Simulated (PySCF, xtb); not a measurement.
C3H7BFN, SMILES C=C(C)B(N)F. The values are those of a single conformer.

Harmonic wavenumbers (cm⁻¹) from GFN2-xTB run with xtb at its own minimum, in rising order: 53, 161, 179, 271, 318, 387, 451, 529, 559, 577, 685, 701, 831, 921, 964, 1013, 1038, 1152, 1281, 1368, 1393, 1418, 1485, 1493, 1520, 1674, 3001, 3013, 3031, 3072, 3123, 3508, 3563.

Question: What does B3LYP-D3(BJ)/def2-SVP (PySCF) give at its own minimum? (The exact figures need the calculation; the answer reports its results.)

Answer: 67, 185, 201, 301, 336, 412, 467, 472, 579, 642, 691, 755, 882, 956, 975, 1008, 1051, 1188, 1367, 1386, 1402, 1425, 1455, 1470, 1594, 1697, 3008, 3068, 3107, 3117, 3218, 3604, 3710. Paired by order, the mean absolute difference is 39 cm⁻¹ and the zero-point energies are 63.9 and 65.5 kcal/mol.
